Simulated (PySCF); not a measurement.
A series of related molecules.

All values: PBE0/def2-SVPD (PySCF) at GFN2-xTB geometries, gas phase, one conformer each. Core orbitals are frozen in the response; Δα² is half the sum of the squared differences of the principal polarisabilities.

Question: Rank by mean static polarisability, lowest first.
A. `CC[C@H](CCl)[SiH2]F`
B. `[SiH2]([C@H](CC)F)Cl`
C. `F[C@@H](C[SiH3])CCl`

Answer: B (11.28 Å³), C (11.72 Å³), A (12.84 Å³).

Question: Rank by HOMO–LUMO gap, highest first.
A. `CC[C@H](F)[SiH2]Cl`
B. `CC[Si@H](F)CCl`
C. `CC[C@H](CCl)[SiH2]F`
D. `ClC[C@@H](F)C[SiH3]`

Answer: D (8.90 eV), C (8.53 eV), A (8.24 eV), B (8.11 eV).

Question: Rank by polarisability anisotropy Δα, lowest first.
A. `[CH3:1][CH2:2][Si@H:3]([F:4])[CH2:5][Cl:6]` with C1–C2–Si3–F4 58°, C2–Si3–C5–Cl6 -62°
B. `[F:1][C@@H:2]([CH2:3][SiH3:4])[CH2:5][Cl:6]` with F1–C2–C3–Si4 -60°, F1–C2–C5–Cl6 169°
C. `[CH3:1][CH2:2][C@H:3]([CH2:4][Cl:5])[SiH2:6][F:7]` with C1–C2–C3–C4 -71°, C2–C3–C4–Cl5 -74°, C2–C3–Si6–F7 -77°

Answer: A (1.68 Å³), C (2.11 Å³), B (3.29 Å³).

All values together:

```json
{"SMILES": "CC[Si@H](F)CCl", "formula": "C3H8ClFSi", "μ (D)": "0.85", "HOMO (eV)": "-8.21", "LUMO (eV)": "-0.10", "α (Å³)": "11.10", "Δα (Å³)": "1.68", "electrons": "66", "α per electron (Å³)": "0.168"}
{"SMILES": "CC[C@H](CCl)[SiH2]F", "formula": "C4H10ClFSi", "μ (D)": "1.96", "HOMO (eV)": "-8.43", "LUMO (eV)": "0.10", "α (Å³)": "12.84", "Δα (Å³)": "2.11", "electrons": "74", "α per electron (Å³)": "0.173"}
{"SMILES": "CC[C@H](F)[SiH2]Cl", "formula": "C3H8ClFSi", "μ (D)": "1.30", "HOMO (eV)": "-8.35", "LUMO (eV)": "-0.10", "α (Å³)": "11.28", "Δα (Å³)": "2.17", "electrons": "66", "α per electron (Å³)": "0.171"}
{"SMILES": "F[C@@H](C[SiH3])CCl", "formula": "C3H8ClFSi", "μ (D)": "0.52", "HOMO (eV)": "-8.68", "LUMO (eV)": "0.21", "α (Å³)": "11.72", "Δα (Å³)": "3.29", "electrons": "66", "α per electron (Å³)": "0.178"}
```

Conformers: `[CH3:1][CH2:2][Si@H:3]([F:4])[CH2:5][Cl:6]` with C1–C2–Si3–F4 58°, C2–Si3–C5–Cl6 -62°; `[CH3:1][CH2:2][C@H:3]([CH2:4][Cl:5])[SiH2:6][F:7]` with C1–C2–C3–C4 -71°, C2–C3–C4–Cl5 -74°, C2–C3–Si6–F7 -77°; `[CH3:1][CH2:2][C@H:3]([F:4])[SiH2:5][Cl:6]` with C1–C2–C3–F4 -175°, C2–C3–Si5–Cl6 -91°; `[F:1][C@@H:2]([CH2:3][SiH3:4])[CH2:5][Cl:6]` with F1–C2–C3–Si4 -60°, F1–C2–C5–Cl6 169°.
